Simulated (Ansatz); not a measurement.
This geometry of AlClFH$_{5}$O$_{3}$Zr (12 atoms, charge 0, multiplicity 1) is a first-order saddle point.

Theory: RKS PBE/def2-SVP (Ansatz 0.2.0).

```xyz
12
Properties=species:S:1:pos:R:3
Zr -0.181 0.140 0.489
Cl -1.672 -0.096 2.350
O 1.942 0.069 0.136
H 2.443 -0.526 -0.450
O -1.007 1.230 -0.846
H -1.571 1.533 -1.572
F -0.195 -1.675 -0.160
O 1.013 1.509 1.668
Al 2.860 1.357 1.223
H 4.267 0.898 0.555
H 3.221 2.521 2.298
H 0.740 2.114 2.381
```

(1) Which two structures does it join? (They come from a converged band through this point; their orientation in space is the band's.)

(2) How far does it lie above each of them?

Results:

(1) No bond is made or broken.  The two ends are copies of one structure, up to a mirror image or an exchange of like atoms.

Image 0:

```xyz
12
Properties=species:S:1:pos:R:3
Zr -0.083 0.156 0.433
Cl -1.478 -0.455 2.284
O 2.020 0.281 -0.076
H 2.443 -0.243 -0.777
O -1.042 1.377 -0.672
H -1.635 1.860 -1.265
F -0.025 -1.528 -0.498
O 1.051 1.381 1.834
Al 2.826 1.354 1.239
H 3.765 0.499 2.217
H 3.295 2.762 0.639
H 0.720 1.627 2.713
```

Image 8:

```xyz
12
Properties=species:S:1:pos:R:3
Zr -0.082 0.156 0.431
Cl -1.503 -0.410 2.277
O 2.017 0.316 -0.101
H 2.444 -0.188 -0.814
O -1.039 1.353 -0.699
H -1.641 1.870 -1.252
F -0.014 -1.550 -0.457
O 1.060 1.350 1.849
Al 2.830 1.351 1.238
H 3.287 2.783 0.687
H 3.778 0.465 2.180
H 0.724 1.577 2.732
```

(2) 0.99 eV above the first and 0.99 eV above the second. This is the barrier of this one path; another mechanism may lie lower.

The run took 7.7 min on 4 threads of Arm Neoverse V1, on a shared host, peak memory 0.23 GiB.
